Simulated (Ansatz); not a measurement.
Calculated with Ansatz (gas phase, PBE0-D4/def2-TZVP geometries, no zero-point term in ΔE). CCSD(T)/CBS adds triple-zeta CCSD(T) − MP2 to the extrapolated MP2 energy (def2 sets, frozen cores). This one scheme is used for every species. DFT in def2-TZVPP. HSE06 is defined as in plane-wave codes. One conformer a species, not always the lowest.

`C=C[SiH2][SiH3]` + `N[SiH3]` → `C=C[SiH2]N[SiH3]` + SiH₄  (cleavage of the Si–Si bond)

`C=C[SiH2][SiH3]`:

```xyz
12

C    -1.036   -2.048   -0.482
C    -1.099   -0.840    0.070
Si    0.356    0.002    0.870
Si    0.984    1.899   -0.354
H    -0.121   -2.632   -0.478
H    -1.895   -2.509   -0.962
H    -2.047   -0.305    0.030
H     0.014    0.429    2.256
H     1.493   -0.959    0.932
H     1.410    1.513   -1.726
H    -0.167    2.838   -0.467
H     2.108    2.614    0.310
```

`N[SiH3]`:

```xyz
7

N    -0.677   -0.164    0.808
Si    0.423    0.207   -0.461
H    -0.376   -0.745    1.574
H    -1.646   -0.333    0.593
H     1.691    0.675    0.155
H     0.766   -0.921   -1.380
H    -0.181    1.282   -1.289
```

`C=C[SiH2]N[SiH3]`:

Cartesian coordinates in Å:
```
C 1.277 2.063 1.661
C 1.232 1.219 0.633
Si -0.370 0.679 -0.137
N -0.578 -1.033 -0.055
Si -0.912 -2.159 -1.318
H 0.370 2.476 2.095
H 2.212 2.382 2.114
H 2.172 0.833 0.239
H -0.424 1.024 -1.582
H -1.444 1.416 0.591
H -0.511 -1.428 0.874
H -0.902 -1.410 -2.599
H 0.112 -3.240 -1.367
H -2.235 -2.821 -1.149
```

SiH₄:

Z-matrix (Å, degrees):
```
Si
H 1 1.485
H 1 1.485 2 109.5
H 1 1.485 2 109.5 3 -120.0
H 1 1.485 2 109.5 3 120.0
```

Problem. Is it downhill or uphill in electronic energy at CCSD(T)/CBS, and by how much? (An estimate is asked.)

Solution. The calculation gave: Downhill: ΔE = -0.66 eV.

Problem. What do these levels give: HSE06-D4, r2SCAN, r2SCANh, r2SCAN0, MP2/def2-SVP, HF/def2-QZVPP? (An estimate is asked.)

Solution. The calculation gave: HSE06-D4 -0.50, r2SCAN -0.56, r2SCANh -0.58, r2SCAN0 -0.60, MP2/def2-SVP -0.73, HF/def2-QZVPP -0.81 eV.

Largest T1 diagnostic among the species: 0.013.

From r2SCAN to r2SCAN0 (25 % exact exchange), in def2-TZVPP and without D4, ΔE moves by −0.03 eV. The D4 term adds −0.04 eV with B3LYP and −0.02 eV with PBE0; it sums over pairs of atoms, weighted by their polarisabilities, and B3LYP, whose exchange is more repulsive, gets the larger term. Leaving LDA and LC-ωPBE aside and taking each functional with its dispersion term where it has one, the values, not all of them listed here, spread over 0.28 eV, from BHLYP-D4 to PBE-D4. LDA lies −0.06 eV from PBE without D4.

B3LYP here is the variant with VWN-RPA as its local correlation; programs differ in this.
